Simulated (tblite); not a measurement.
A tight-binding relaxation on `C#C[Si@@H]([SiH2]Br)[SiH2]OC`.

Computed with GFN2-xTB geometry optimisation, gas phase (tblite 0.8.0). Start geometry: from a force field or distance geometry. A driver script takes a list of jobs; this job's settings line and coordinates (Å) are shown.

Command:
```bash
OMP_NUM_THREADS=1 python probes_run.py task.json out
```

Input:
```
{"job": {"kind": "relax", "xc": "GFN2-xTB", "basis": "xTB"}, "charge": 0, "multiplicity": 1}
C      1.856400     3.514200    -0.097800
C      1.494900     2.403800    -0.373900
Si     0.974700     0.653600    -0.788800
Si     2.335600    -0.880300     0.195900
Br     4.433100    -0.617400    -0.460000
Si    -1.099000     0.202700     0.129800
O     -1.597300    -1.332700    -0.262500
C     -2.883500    -1.744800     0.165700
H      2.165900     4.506700     0.136100
H      0.934000     0.486700    -2.271500
H      2.305200    -0.748400     1.683900
H      1.925500    -2.280000    -0.135800
H     -1.046200     0.314000     1.622700
H     -2.111700     1.163300    -0.360800
H     -2.977200    -1.730500     1.256100
H     -3.047000    -2.777000    -0.166600
H     -3.670400    -1.121700    -0.282400
```

Output:
```
step      E/eV     max force
  0    -662.31840    0.971
  1    -662.34974    2.369
  2    -662.40262    0.445
  3    -662.41775    0.391
  4    -662.44882    0.418
  5    -662.46926    0.505
  6    -662.49759    0.495
  7    -662.52187    0.521
  8    -662.54151    0.378
  9    -662.55281    0.230
... (138 lines left out)
148    -662.67761    0.062
149    -662.67775    0.052
150    -662.67787    0.038
151    -662.67800    0.031
152    -662.67810    0.032
153    -662.67821    0.042
154    -662.67830    0.035
155    -662.67838    0.024
156    -662.67842    0.014
157    -662.67845    0.010
```

«max force» is the largest atomic force in eV/Å.

From which step on does the largest force stay under 0.1 eV/Å, and how much energy is left to gain from there?

From step 130 (0.048 eV/Å), 5.1 meV above the end.

Summary of the converged run: energy lowered by 8.3 kcal/mol over 157 steps; largest atomic force 0.010 eV/Å at the end.

Where do the atoms end?

0.679 Å rms from the input after alignment:
```
atom  x, y, z in Å
C1     2.0973    3.3009    0.1752
C2     1.5256    2.3209   -0.2261
Si3    0.7212    0.7661   -0.8310
Si4    2.0017   -1.0330   -0.0875
Br5    4.1999   -0.5980   -0.1525
Si6   -1.4451    0.6248   -0.0874
O7    -1.4017   -0.9980    0.0945
C8    -2.4446   -1.8306    0.4932
H9     2.5859    4.1671    0.5192
H10    0.8512    0.8600   -2.3034
H11    1.8277   -1.4026    1.3163
H12    1.9374   -2.2642   -0.8752
H13   -1.7981    1.2699    1.1837
H14   -2.5095    1.0046   -1.0249
H15   -2.7937   -1.5624    1.4927
H16   -2.0778   -2.8574    0.5047
H17   -3.2843   -1.7561   -0.2014
```

The run took 1.8 s on an Arm Neoverse V1 with one thread, no GPU, on a shared host.
Labels such as C1 count atoms from 1, the log's own numbers from 0.
